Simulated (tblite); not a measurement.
Compound: C4H7FO2 (charge -1 and doublet state).
Z-matrix (Å and degrees, GFN2-xTB geometry), rows numbered from 1:
```
C 
O   1  1.4012
C   2  1.4236  1  114.37
C   3  1.4460  2  117.17  1   -63.58
F   4  1.4631  3  114.02  2   -67.90
O   4  1.4213  3  113.59  2   170.19
C   6  1.3975  4  111.79  3  -151.79
H   1  1.1038  2  111.37  3   -57.59
H   1  1.0956  2  108.05  3  -177.26
H   1  1.0988  2  111.10  3    62.72
H   3  1.1010  2  110.95  1    65.45
H   7  1.1024  6  111.85  4    61.55
H   7  1.0991  6  111.65  4   -59.58
H   7  1.0947  6  107.47  4  -178.92
```

All values are computed: GFN2-xTB (tblite) harmonic vibrations without scaling, gas phase. Against measured fundamentals such values can be off by several per cent, at times by over 20. One conformer, not necessarily the lowest. Open shells enter through the occupations alone, without spin polarisation, and single modes of such species can be off by tens of per cent.

Harmonic wavenumbers (cm⁻¹): 52.3, 56.6, 104.3, 137.6, 149.8, 214.8, 266.3, 372.1, 428.9, 483.8, 529.1, 635.5, 838.8, 931.2, 942.8, 961.4, 1028.8, 1119.0, 1135.5, 1154.7, 1179.1, 1232.0, 1352.1, 1381.7, 1402.9, 1474.0, 1481.0, 1504.5, 1505.7, 2797.8, 2810.4, 2817.9, 2874.5, 2878.8, 2911.7, 2933.9.

A = 4958, B = 1453, C = 1331 MHz; mass 106.043 u (most abundant isotopes); point group C1, symmetry number 1; spin multiplicity 2.

Q: Zero-point energy?

A: ½Σν̃ = 22041 cm⁻¹ = 63.02 kcal/mol.

Q: What is S at 298.15 K and 1 bar for an ideal gas of classical rigid rotors and harmonic oscillators?

A: Translation 39.92, rotation 27.91, vibration 26.38, spin (R ln 2) 1.38: S = 95.6 cal/(mol K).

Q: And Cp and H(298.15 K) − H(0)?

A: Cp = 31.65 cal/(mol K), of which vibrations give 23.70 (their classical limit is 36 R = 71.5); H(298.15 K) − H(0) = 6.30 kcal/mol without the zero-point energy, 3.93 from vibrations.

Q: Which modes carry the vibrational entropy at 298.15 K?

A: 52.3 cm⁻¹: 4.73; 56.6 cm⁻¹: 4.57; 104.3 cm⁻¹: 3.37; 137.6 cm⁻¹: 2.84; 149.8 cm⁻¹: 2.67; 214.8 cm⁻¹: 2.00 cal/(mol K); the other 30 give 6.20 together.

Q: Blend soft modes into free rotors: weight 1/[1 + (100 cm⁻¹/ν̃)⁴] for the oscillator and the rest for a rotor with moment μB/(μ + B), μ = h/(8π²ν), B = 10⁻⁴⁴ kg m². What vibrational entropy results?

A: 23.85 cal/(mol K) in place of 26.38, which changes −T·S at 298.15 K by +0.75 kcal/mol.

Hindered rotation and anharmonicity are outside this model. Other conformers, if any are populated, would add a mixing term that is left out. The structure is chiral; the term R ln 2 for an equal mix with its mirror image is left out.

Time: 0.25 s wall. Hardware: Arm Neoverse V2, one thread, no GPU, shared host. This covers the Hessian and the dipole derivatives.
